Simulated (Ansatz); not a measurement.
CClFGeN (`N#[C][Ge]([F])[Cl]`) radical, relaxed with UKS PBE0-D4/def2-TZVP in Ansatz 0.2.0 from a PBE-D4/def2-SVP geometry. The force threshold is 0.005 eV/Å; the program also tests the step.

Charge 0, multiplicity 2.

Start:

```xyz
5

N     0.707    1.554    1.659
C     0.483    0.780    0.803
Ge    0.303   -0.471   -0.683
F    -0.074   -2.008    0.076
Cl   -1.419    0.145   -1.855
```

By how much does the energy fall, and how many steps does the optimiser take? (An estimate is asked.)

The calculation gave: 0.06 eV, in 6 steps.

Which bonds change most? (Best estimate.)

The calculation gave: Ge3–Cl5 from 2.172 to 2.128 Å; Ge3–F4 from 1.755 to 1.725 Å; N1–C2 from 1.175 to 1.153 Å; C2–Ge3 from 1.951 to 1.929 Å.

Give the relaxed structure. (Best estimate.)

Computed: 
```xyz
5

N     0.708    1.538    1.633
C     0.474    0.770    0.806
Ge    0.287   -0.459   -0.669
F    -0.074   -1.979    0.063
Cl   -1.394    0.130   -1.833
```
